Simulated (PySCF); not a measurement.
SMILES [C]1=CC=CC1 (C₅H₅), doublet (CAM-B3LYP/def2-SVP optimised geometry):

```
10

C     -1.250     0.759     0.000
C      0.019     1.169     0.000
C      0.846    -0.058     0.000
C      0.056    -1.148     0.000
C     -1.394    -0.724     0.000
H      0.403     2.189     0.000
H      1.938    -0.058     0.000
H      0.382    -2.189     0.000
H     -1.938    -1.094     0.886
H     -1.938    -1.094    -0.886
```

Method: unrestricted CAM-B3LYP/def2-TZVP run with PySCF 2.14.0.

### Question
What are the frontier orbital energies (α orbitals alone; a β orbital can be the lowest empty one) and the dipole moment?

### Answer
HOMO-2 -10.15 eV, HOMO-1 -8.81 eV, HOMO -7.89 eV, LUMO 0.45 eV, LUMO+1 2.40 eV; dipole moment 0.87 D.

On the same geometry unrestricted PBE/def2-TZVP in PySCF gives HOMO-2 -7.59 eV, HOMO-1 -5.91 eV, HOMO -5.56 eV, LUMO -1.65 eV, LUMO+1 0.70 eV; dipole moment 0.89 D.

Meta-Löwdin charges at CAM-B3LYP/def2-TZVP: C1 -0.02, C2 -0.16, C3 -0.12, C4 -0.14, C5 -0.21, H6 0.13, H7 0.12, H8 0.12, H9 0.14, H10 0.14.
